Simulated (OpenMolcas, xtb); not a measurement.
GeSiH3ClO (SMILES Cl[SiH]1[O][GeH2]1): the HOMO–LUMO gap, rung by rung

GeSiH3ClO has 7 atoms, charge 0, and is taken as a singlet. As SMILES, `Cl[SiH]1[O][GeH2]1`. Geometry: relaxed at PBE0-D4/def2-TZVP.

Quantity: the HOMO–LUMO gap, in eV. The values are calculated.

```csv
level,kind,program,value (eV),CPU time
GFN1-xTB,semi-empirical,xtb,3.80,under 2 s
HF/6-31G* (spherical functions),Hartree–Fock,OpenMolcas,11.51,18 s
SVWN5/6-31G* (spherical functions),LDA,OpenMolcas,3.91,38 s
BLYP/6-31G* (spherical functions),GGA,OpenMolcas,3.91,42 s
PBE/6-31G* (spherical functions),GGA,OpenMolcas,3.97,43 s
M06-L/6-31G* (spherical functions),meta-GGA,OpenMolcas,4.45,47 s
r2SCAN/6-31G* (spherical functions),meta-GGA,OpenMolcas,4.41,48 s
B3LYP/6-31G* (spherical functions),global hybrid,OpenMolcas,5.43,47 s
B2PLYP/6-31G* (spherical functions),double hybrid,OpenMolcas,7.94,40 s
```

All-electron rows without a relativistic Hamiltonian named are non-relativistic. The values span 3.80 to 11.51 eV. Orbital gaps aren't excitation energies, and those of double hybrids come from the SCF part alone; they tend to grow with the share of exact exchange. Times are those of the runs behind each value, whatever else they computed, on shared processors of several kinds: orders of magnitude only.
